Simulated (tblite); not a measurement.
C4H12Si, singlet, at a GFN2-xTB geometry; GFN1-xTB (tblite 0.6.0).

Input for tblite:
```
$ tblite run mol.xyz --method gfn1 --charge 0 --spin 0 --json tblite.json --no-restart

# file mol.xyz
17

C     -0.41778104    -1.21418858    -1.41267705
Si     0.00000000     0.00000000    -0.00000000
C      0.00554135     1.78528707    -0.67614402
C     -1.31041007    -0.15385282     1.37971233
C      1.72264977    -0.41724567     0.70910873
H     -1.39396412    -1.00424407    -1.83950537
H     -0.42931030    -2.24160426    -1.06128465
H      0.30997764    -1.15221546    -2.21624356
H      0.24035806     2.50337027     0.10386249
H     -0.96211391     2.05565595    -1.08813490
H      0.74182785     1.90768456    -1.46487309
H     -2.30457514     0.07745214     1.00913662
H     -1.33992132    -1.15990805     1.78735734
H     -1.10210317     0.52516646     2.20113401
H      1.75423943    -1.42860695     1.10324445
H      2.49352738    -0.33921814    -0.05171446
H      1.99205759     0.25646756     1.51702112
```

Q: Predict the main parts of the log of this tblite run.

A: 
```
xTB calculator
 | screened Coulomb repulsion
 | Coulomb electrostatics
 |  * isotropic Klopman-Ohno-Mataga-Nishimoto electrostatics
 |  * onsite third-order electrostatics
 | DFT-D3(BJ) dispersion correction

halogen bonding energy    0.0000000000000E+00 Eh
repulsion energy          2.4876342609723E-01 Eh
dispersion energy        -6.2716640867119E-03 Eh
number of electrons       3.2000000000000E+01 e
integral cutoff           2.8146159136829E+01 bohr

------------------------------------------------------------
  cycle        total energy    energy error   density error
------------------------------------------------------------
      1     -16.77655966653  -1.7019051E+01   5.6949018E-01
      2     -16.78188899117  -5.3293246E-03   3.3127579E-01
      3     -16.78203219408  -1.4320291E-04   1.8686158E-02
      4     -16.78209150612  -5.9312038E-05   3.0276914E-03
      5     -16.78209616184  -4.6557215E-06   3.5811663E-04
      6     -16.78209617429  -1.2446002E-08   1.2186451E-04
      7     -16.78209623651  -6.2227866E-08   9.8426154E-06
------------------------------------------------------------

electronic energy        -1.7024587998525E+01 Eh
total energy             -1.6782096236514E+01 Eh

Post processing:
 | Mayer-Wiberg bond orders

[Info] JSON dump of results written to 'tblite.json'
```
